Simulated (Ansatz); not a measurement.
A run on C6H9B (`C=CB(C=C)C=C`) with other settings.

```yaml
crystal:
  periodic: [false, false, false]
  atoms:
    - {symbol: C, position_ang: [1.178016, -1.427706, 1.762368]}
    - {symbol: C, position_ang: [1.244169, -0.540047, 0.766439]}
    - {symbol: B, position_ang: [0.014850, -0.053738, -0.052684]}
    - {symbol: C, position_ang: [0.175739, 1.095305, -1.088299]}
    - {symbol: C, position_ang: [1.293136, 1.809462, -1.248278]}
    - {symbol: C, position_ang: [-1.375637, -0.715551, 0.164533]}
    - {symbol: C, position_ang: [-2.508585, -0.279417, -0.392599]}
    - {symbol: H, position_ang: [0.239247, -1.882217, 2.063890]}
    - {symbol: H, position_ang: [2.054166, -1.736047, 2.325989]}
    - {symbol: H, position_ang: [2.233741, -0.141630, 0.546003]}
    - {symbol: H, position_ang: [-0.661537, 1.367215, -1.729868]}
    - {symbol: H, position_ang: [1.368738, 2.617455, -1.970642]}
    - {symbol: H, position_ang: [2.183476, 1.621352, -0.656114]}
    - {symbol: H, position_ang: [-1.466613, -1.583247, 0.816749]}
    - {symbol: H, position_ang: [-2.527587, 0.580419, -1.055241]}
    - {symbol: H, position_ang: [-3.468117, -0.754410, -0.208046]}
basis:
  gaussian: {orbitals: aug-cc-pVDZ, point_charges: [{charge: 2.00, position_ang: [4.796, -0.682, 0.892]}]}
hamiltonian: {xc: {name: r2SCAN}}
correlation: {method: rpa}
accuracy: high
```

```sh
$ ansatz run in.yaml --threads 2 --pin off --events-out ev --progress --plain --max-ram 32768MiB --backend cpu
```

Output, abridged:

```
Functional definition: r2SCAN
4627 factors; integrals over basis functions are off by at most 2.9e-9 eV
mean field evaluation 1: about -7022.1064 eV, gradient 8.3e1 eV
mean field evaluation 2: about -7022.1060 eV, gradient 8.3e1 eV
mean field evaluation 4: about -7030.0834 eV, gradient 5.7e1 eV
mean field evaluation 8: about -7038.5357 eV, gradient 2.9e1 eV
mean field evaluation 16: about -7043.8895 eV, gradient 2.1e-1 eV
mean field evaluation 32: about -7043.3447 eV, gradient 5.6e0 eV
mean field evaluation 64: about -7043.8685 eV, gradient 8.5e-1 eV
mean field -7043.89165489 eV, -258.8582437958 hartree, gradient 6.0e-8 eV, S^2 0.000000; 8 other end points of the search recorded, 0 dependent functions left out; unrestricted orbitals would lower it
unrestricted determinant -7002.00251162 eV, -257.3188461742 hartree, S^2 1.1344
7 core orbitals not correlated: weight in the atoms' cores, before any rotation towards them, 1.000 or more for the frozen orbitals, at most 0.000 for the correlated occupied ones
reference -6997.74809607 eV, -257.1624992864 hartree; 18, 18 occupied and 217, 217 virtual orbitals, 4627 factors
Error: the energy between an occupied orbital and the lowest state that it is excited into in its spin channel is -0.1951 eV and must be positive: a state without a gap has no random-phase energy
```

Run time 3 min (2 threads of an AMD EPYC 7R13 on a shared host); peak host memory 2.4 GiB.
